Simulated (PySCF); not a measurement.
Consider `C#C[P@H](C)=[Se]` (C3H5PSe). Optimised structure (Å), atoms numbered from 1:
```
C     2.4841   -0.3097    0.0329
C     1.3535    0.1263    0.1135
P    -0.2842    0.7918    0.1171
C    -1.3228   -0.6165    0.6113
Se   -0.8532    1.7996   -1.6300
H     3.4876   -0.6908   -0.0440
H    -0.2410    1.5852    1.2952
H    -1.3058   -1.3585   -0.1987
H    -0.9510   -1.0634    1.5448
H    -2.3515   -0.2528    0.7423
```

These are calculated values, ωB97X-D3(BJ)/ma-def2-TZVP in PySCF (grid level 2) at geometries from PBE0-D3(BJ)/ma-def2-SVP. ωB97X-D3(BJ) is ωB97X-V with D3(BJ) in place of VV10. Zero-point and thermal terms (298.15 K, 1 bar) come from unscaled GFN2-xTB harmonic frequencies, with soft modes damped to free rotors in the entropy. These were taken at the GFN2-xTB minima.

Question: What are the vertical and the adiabatic ionisation energy for forming the radical cation?

Answer: 8.38 eV vertical and 8.16 eV adiabatic, the latter with zero-point energy.

Question: Where does the unpaired spin of the relaxed radical cation sit?

Answer: Se5 (selenium) 0.99 (intrinsic atomic orbital populations).

Question: What oxidation potential follows in acetonitrile (IEF-PCM), given that Fc+/Fc comes at 4.54 V absolute with this functional and basis?

Answer: In the gas phase ΔG of oxidation is 8.137 eV, and solvation is -40.0 kJ/mol for the parent and -233.1 kJ/mol for the product, so the absolute potential is 6.14 V, or 1.59 V against Fc+/Fc. Fc+/Fc in acetonitrile, 4.54 V, is ωB97X-D3(BJ)/ma-def2-TZVP on PBE0-D3(BJ)/def2-SVP structures with GFN2-xTB thermal terms. Benchmark calculations put it near 5.0 V in acetonitrile and DMSO, so it is about 0.5 V low, and the value against it can read up to that much too high. The solvent is electrostatics only, on gas-phase structures; the absolute scale refers to an electron at rest in vacuum.

Question: How far is −ε(HOMO) from the vertical value by ΔSCF?

Answer: −ε(HOMO) = 8.60 eV, which is 0.21 eV above the ΔSCF value.

Known limits: spin-orbit coupling is left out of the energies, which matters for open shells on the heavier atoms; atoms from Ga to Kr are treated without relativity.

Differences come from unrounded values, so a last digit can differ from that of the printed terms.
